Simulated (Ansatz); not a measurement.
An input meant for Ga₆⁺ (charge 1, doublet).

```yaml
crystal:
  periodic: [false, false, false]
  atoms:
    - {symbol: Ga, position_ang: [1.280905, -0.702040, 1.506996]}
    - {symbol: Ga, position_ang: [0.039799, 1.578712, -0.956542]}
    - {symbol: Ga, position_ang: [-0.090036, 1.417468, 1.544804]}
    - {symbol: Ga, position_ang: [-0.651423, -1.912122, -0.570299]}
    - {symbol: Ga, position_ang: [-2.019915, 0.209083, -0.529057]}
    - {symbol: Ga, position_ang: [1.440670, -0.591101, -0.995903]}
basis:
  gaussian: {orbitals: def2-TZVP}
total_charge: 1
magnetization: {spin_polarized: true, initial_magnetization: 1}
hamiltonian: {xc: {name: CCSD(T)}}
```

```sh
$ ansatz run in.yaml --threads 4 --pin off --events-out ev --progress --plain --max-ram 4787MiB
```

Output, abridged:

```
Error: YAML parse error: error: line 14 column 19: hamiltonian.xc: no functional is named "CCSD(T)"; the names, which are not case-sensitive, are SVWN5, SPW92, PBE, PBE0, PBEsol, revPBE, revPBE0, RPBE, rPW86-PBE, HSE06, wPBEh, LC-wPBE, HISS, HF, BLYP, B3LYP, B3LYP5, BHLYP, CAM-B3LYP, r2SCAN, r2SCANh, r2SCAN0, r2SCAN50, m-r2SCAN, B97, wB97, wB97X, wB97X-V, B97M-V, wB97M-V, B2PLYP, B2GP-PLYP, PBE0-DH, PBE-QIDH
  --> <input>:14:19
   |
12 | total_charge: 1
13 | magnetization: {spin_polarized: true, initial_magnetization: 1}
14 | hamiltonian: {xc: {name: CCSD(T)}}
   |                   ^ hamiltonian.xc: no functional is named "CCSD(T)"; the names, which are not case-sensitive, are SVWN5, SPW92, PBE, PBE0, PBEsol, revPBE, revPBE0, RPBE, rPW86-PBE, HSE06, wPBEh, LC-wPBE, HISS, HF, BLYP, B3LYP, B3LYP5, BHLYP, CAM-B3LYP, r2SCAN, r2SCANh, r2SCAN0, r2SCAN50, m-r2SCAN, B97, wB97, wB97X, wB97X-V, B97M-V, wB97M-V, B2PLYP, B2GP-PLYP, PBE0-DH, PBE-QIDH
```

Task: What is wrong with this run?

Result: The method's name isn't one that the program takes here. The program refused the input.
